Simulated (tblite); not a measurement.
A geometry optimisation, step by step.

Species: C5H8OSe.
SMILES with atom numbers: `[CH3:1][C@@H:2]1[CH:3]=[CH:4][Se:5][CH2:6][O:7]1` (hydrogens: H8, H9, H10 on C1; H11 on C2; H12 on C3; H13 on C4; H14, H15 on C6)

Computed with GFN2-xTB (tblite), gas phase: L-BFGS steps from a force-field or distance-geometry start until the largest atomic force falls under 0.01 eV/Å. 7 of its 90 geometries are shown.

Step 0: E = -597.6382 eV, largest atomic force 3.023 eV/Å
```
atom  x, y, z in Å  |  force x, y, z in eV/Å
C1      1.827   -0.676   -0.266    1.388  -0.458   0.782
C2      0.434   -0.110   -0.050    1.256  -1.526   2.287
C3     -0.570   -1.200   -0.178   -2.374   0.542   0.370
C4     -1.815   -0.889    0.275    1.756   0.185  -0.455
Se5    -1.993    0.887    1.046   -0.920  -0.644   0.382
C6     -0.684    1.941    0.008    0.400  -0.869  -1.080
O7      0.154    1.050   -0.712   -0.799   1.726  -1.021
H8      1.811   -1.655   -0.782    0.090   0.849  -0.105
H9      2.291   -0.895    0.741   -0.468   0.165  -0.934
H10     2.505    0.053   -0.727   -0.340  -0.351  -0.228
H11     0.416    0.158    1.054   -0.061  -0.107  -0.381
H12    -0.367   -2.166   -0.623    0.113   0.292   0.022
H13    -2.638   -1.582    0.253   -0.214   0.303   0.124
H14    -1.296    2.500   -0.727    0.535   0.019   0.286
H15    -0.079    2.591    0.665   -0.361  -0.127  -0.047
```

Step 15: E = -598.2296 eV, largest atomic force 0.236 eV/Å
```
atom  x, y, z in Å  |  force x, y, z in eV/Å
C1      1.899   -0.673   -0.259    0.068  -0.044  -0.020
C2      0.509   -0.168    0.120    0.169  -0.094   0.014
C3     -0.602   -1.163   -0.035    0.041  -0.020   0.053
C4     -1.839   -0.824    0.309   -0.089   0.099  -0.029
Se5    -2.220    0.903    0.973    0.145   0.068  -0.118
C6     -0.689    1.819   -0.060   -0.199   0.024   0.124
O7      0.120    0.942   -0.710   -0.015   0.147   0.055
H8      1.841   -1.546   -0.910    0.018   0.195  -0.041
H9      2.449   -0.955    0.639   -0.085  -0.026  -0.078
H10     2.454    0.122   -0.757   -0.125  -0.127  -0.006
H11     0.544    0.203    1.157   -0.076  -0.017   0.041
H12    -0.412   -2.071   -0.583    0.074  -0.125   0.136
H13    -2.705   -1.452    0.178    0.003  -0.086  -0.043
H14    -1.182    2.455   -0.796    0.072   0.054   0.014
H15    -0.173    2.414    0.712    0.001  -0.046  -0.103
```

Step 30: E = -598.3233 eV, largest atomic force 0.225 eV/Å
```
atom  x, y, z in Å  |  force x, y, z in eV/Å
C1      1.877   -0.657   -0.340   -0.104  -0.053   0.030
C2      0.532   -0.175    0.190   -0.110   0.175   0.048
C3     -0.580   -1.187    0.115    0.062  -0.014   0.062
C4     -1.850   -0.817    0.245    0.024  -0.029  -0.065
Se5    -2.389    0.953    0.644    0.007   0.033  -0.081
C6     -0.706    1.831   -0.037    0.133   0.033  -0.071
O7      0.147    0.944   -0.622   -0.029   0.056  -0.171
H8      1.708   -1.359   -1.149    0.112  -0.004  -0.146
H9      2.470   -1.137    0.431   -0.087  -0.056   0.078
H10     2.426    0.203   -0.715   -0.007  -0.065  -0.020
H11     0.623    0.182    1.225    0.112   0.056   0.147
H12    -0.297   -2.207   -0.110   -0.143   0.069  -0.053
H13    -2.700   -1.467    0.103    0.109  -0.175   0.091
H14    -1.012    2.538   -0.813   -0.030   0.003   0.089
H15    -0.253    2.363    0.813   -0.049  -0.028   0.062
```

Step 44: E = -598.4378 eV, largest atomic force 0.136 eV/Å
```
atom  x, y, z in Å  |  force x, y, z in eV/Å
C1      1.827   -0.681   -0.441    0.087  -0.002  -0.055
C2      0.569   -0.087    0.177    0.098  -0.064   0.045
C3     -0.528   -1.109    0.274   -0.013   0.084   0.026
C4     -1.819   -0.814    0.238   -0.090   0.007  -0.081
Se5    -2.547    0.926    0.043    0.085  -0.046   0.004
C6     -0.754    1.826   -0.049    0.016   0.049   0.038
O7      0.186    1.022   -0.626    0.017  -0.029   0.091
H8      1.605   -1.118   -1.411   -0.062   0.039  -0.035
H9      2.233   -1.454    0.204    0.029   0.014   0.045
H10     2.561    0.108   -0.578    0.047  -0.044   0.009
H11     0.801    0.274    1.199    0.036   0.038  -0.068
H12    -0.207   -2.136    0.362   -0.016  -0.016   0.027
H13    -2.574   -1.582    0.278   -0.114  -0.047   0.009
H14    -0.862    2.712   -0.672   -0.106   0.048  -0.071
H15    -0.496    2.121    0.979   -0.014  -0.031   0.017
```

Step 59: E = -598.4543 eV, largest atomic force 0.046 eV/Å
```
atom  x, y, z in Å  |  force x, y, z in eV/Å
C1      1.814   -0.694   -0.490   -0.026   0.001  -0.009
C2      0.604   -0.067    0.200    0.036  -0.002   0.004
C3     -0.514   -1.064    0.354    0.027   0.032   0.017
C4     -1.807   -0.811    0.201    0.018  -0.018  -0.008
Se5    -2.542    0.884   -0.194   -0.014   0.015  -0.004
C6     -0.779    1.816   -0.041    0.003   0.008  -0.008
O7      0.227    1.060   -0.579    0.032   0.001   0.019
H8      1.542   -0.992   -1.500   -0.007   0.004   0.020
H9      2.154   -1.566    0.062   -0.005   0.024   0.006
H10     2.623    0.031   -0.548   -0.041  -0.020  -0.004
H11     0.904    0.283    1.208    0.004  -0.005  -0.013
H12    -0.195   -2.063    0.611    0.015  -0.037  -0.014
H13    -2.551   -1.589    0.291   -0.024  -0.006   0.005
H14    -0.859    2.737   -0.620    0.001   0.019  -0.018
H15    -0.625    2.043    1.023   -0.019  -0.016   0.007
```

Step 74: E = -598.4561 eV, largest atomic force 0.033 eV/Å
```
atom  x, y, z in Å  |  force x, y, z in eV/Å
C1      1.804   -0.699   -0.496    0.011  -0.005  -0.003
C2      0.612   -0.062    0.214    0.002   0.000  -0.005
C3     -0.507   -1.057    0.367   -0.013  -0.008  -0.007
C4     -1.798   -0.813    0.191   -0.009   0.016  -0.009
Se5    -2.534    0.877   -0.238    0.012   0.003   0.018
C6     -0.780    1.821   -0.035   -0.016  -0.016  -0.024
O7      0.243    1.074   -0.554    0.016   0.015  -0.014
H8      1.508   -1.010   -1.495   -0.008  -0.009   0.019
H9      2.155   -1.561    0.063    0.002   0.000  -0.008
H10     2.610    0.024   -0.584    0.000   0.017  -0.004
H11     0.926    0.275    1.220    0.001   0.005   0.005
H12    -0.183   -2.056    0.625   -0.014   0.007   0.014
H13    -2.546   -1.589    0.279    0.010  -0.013  -0.002
H14    -0.854    2.743   -0.613    0.011  -0.001   0.015
H15    -0.658    2.041    1.034   -0.004  -0.013   0.004
```

Step 89: E = -598.4575 eV, largest atomic force 0.009 eV/Å
```
atom  x, y, z in Å  |  force x, y, z in eV/Å
C1      1.797   -0.704   -0.505    0.004  -0.001   0.003
C2      0.619   -0.056    0.219   -0.002  -0.001  -0.004
C3     -0.506   -1.044    0.379    0.001  -0.005  -0.001
C4     -1.794   -0.808    0.170   -0.005   0.000   0.003
Se5    -2.525    0.874   -0.296   -0.003  -0.003  -0.005
C6     -0.783    1.816   -0.027    0.005   0.004   0.007
O7      0.255    1.086   -0.542    0.005   0.003  -0.004
H8      1.475   -1.054   -1.482    0.004   0.000   0.000
H9      2.176   -1.542    0.073    0.002   0.000  -0.003
H10     2.589    0.028   -0.640   -0.004   0.000  -0.002
H11     0.946    0.277    1.222   -0.003  -0.002   0.004
H12    -0.188   -2.034    0.671    0.000   0.000  -0.001
H13    -2.538   -1.588    0.258   -0.001   0.004   0.004
H14    -0.842    2.758   -0.573   -0.002   0.002  -0.003
H15    -0.687    1.999    1.052   -0.002  -0.001   0.000
```

Problem. Summarise the path.

Solution. The energy falls by 18.89 kcal/mol from step 0 to step 89; nine tenths of that is first reached at step 35. It rises by more than 0.2 meV at step 34. The largest force goes from 3.023 to 0.009 eV/Å. Among the bonds C2–O7 changes most, from 1.365 to 1.420 Å; the atoms move by 0.719 Å rms after alignment.

Problem. Follow the three bonds and two angles with the largest change from start to end.

Solution. 
| step | E above end (kcal/mol) | largest force (eV/Å) | C2–O7 (Å) | C4–Se5 (Å) | C6–O7 (Å) | C2–C3–C4 (°) | C2–C3–H12 (°) |
| --- | --- | --- | --- | --- | --- | --- | --- |
| 0 | 18.89 | 3.023 | 1.365 | 1.945 | 1.419 | 114.9 | 124.3 |
| 4 | 9.15 | 0.392 | 1.453 | 1.890 | 1.370 | 117.2 | 119.9 |
| 8 | 6.67 | 0.394 | 1.437 | 1.898 | 1.367 | 118.2 | 119.1 |
| 12 | 5.71 | 0.217 | 1.449 | 1.886 | 1.363 | 118.9 | 118.1 |
| 15 | 5.26 | 0.236 | 1.440 | 1.889 | 1.359 | 119.6 | 118.8 |
| 19 | 4.56 | 0.207 | 1.445 | 1.889 | 1.362 | 120.6 | 119.1 |
| 23 | 3.95 | 0.158 | 1.441 | 1.893 | 1.359 | 119.9 | 118.8 |
| 27 | 3.53 | 0.220 | 1.441 | 1.896 | 1.360 | 120.2 | 118.4 |
| 31 | 2.85 | 0.319 | 1.430 | 1.894 | 1.362 | 121.0 | 116.3 |
| 35 | 1.55 | 0.354 | 1.429 | 1.896 | 1.360 | 122.1 | 116.9 |
| 39 | 0.89 | 0.231 | 1.428 | 1.899 | 1.365 | 124.1 | 116.3 |
| 43 | 0.54 | 0.151 | 1.422 | 1.897 | 1.364 | 123.8 | 115.9 |
| 46 | 0.32 | 0.122 | 1.423 | 1.897 | 1.367 | 124.8 | 115.2 |
| 50 | 0.16 | 0.066 | 1.421 | 1.889 | 1.367 | 125.3 | 114.8 |
| 54 | 0.12 | 0.053 | 1.422 | 1.894 | 1.369 | 125.6 | 115.0 |
| 58 | 0.08 | 0.048 | 1.421 | 1.890 | 1.368 | 125.9 | 114.7 |
| 62 | 0.06 | 0.031 | 1.421 | 1.893 | 1.369 | 126.0 | 114.6 |
| 66 | 0.05 | 0.018 | 1.421 | 1.891 | 1.368 | 126.0 | 114.6 |
| 70 | 0.04 | 0.022 | 1.420 | 1.892 | 1.369 | 126.1 | 114.4 |
| 74 | 0.03 | 0.033 | 1.420 | 1.893 | 1.369 | 126.1 | 114.4 |
| 77 | 0.02 | 0.043 | 1.421 | 1.891 | 1.369 | 126.1 | 114.3 |
| 81 | 0.01 | 0.026 | 1.421 | 1.892 | 1.369 | 126.3 | 114.3 |
| 85 | 0.00 | 0.030 | 1.420 | 1.892 | 1.369 | 126.2 | 114.3 |
| 89 | 0.00 | 0.009 | 1.420 | 1.892 | 1.369 | 126.3 | 114.2 |

Hardware: one thread of an Arm Neoverse N1 (shared host).
